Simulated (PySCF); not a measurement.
Isomers of C7H10Ge, from PySCF, PBE0-D3(BJ)/def2-SVP geometry optimisation, gas phase. One conformer each, no zero-point energy, no frequencies.

**Question.** Which is lower in electronic energy at this level?
A. `C=CC#C/C=[C](\C)[GeH3]`: A = 5789, B = 392.1, C = 369.7 MHz, dipole 0.67 D
B. `[CH2:1]=[C:2]([CH3:3])[C:4]1=[CH:5][CH:6]=[CH:7][GeH2:8]1` with C1–C2–C4–C5 180°: A = 2507, B = 1128, C = 789.6 MHz, dipole 0.66 D

**Answer.** B. That is `C=C(C)[C]1=CC=[CH][GeH2]1`, 36.5 kcal/mol below the other.

```tsv
SMILES	mapped SMILES	E (Eh)	relative (kcal/mol)	relative (kJ/mol)	dipole (D)
C=C(C)[C]1=CC=[CH][GeH2]1	[CH2:1]=[C:2]([CH3:3])[C:4]1=[CH:5][CH:6]=[CH:7][GeH2:8]1	-2348.67386	0.0	0.0	0.66
C=CC#C/C=[C](\C)[GeH3]	[CH2:1]=[CH:2][C:3]#[C:4]/[CH:5]=[C:6](\[CH3:7])[GeH3:8]	-2348.61569	36.5	152.7	0.67
```

As drawn, the higher has a C≡C bond, which the lower lacks.
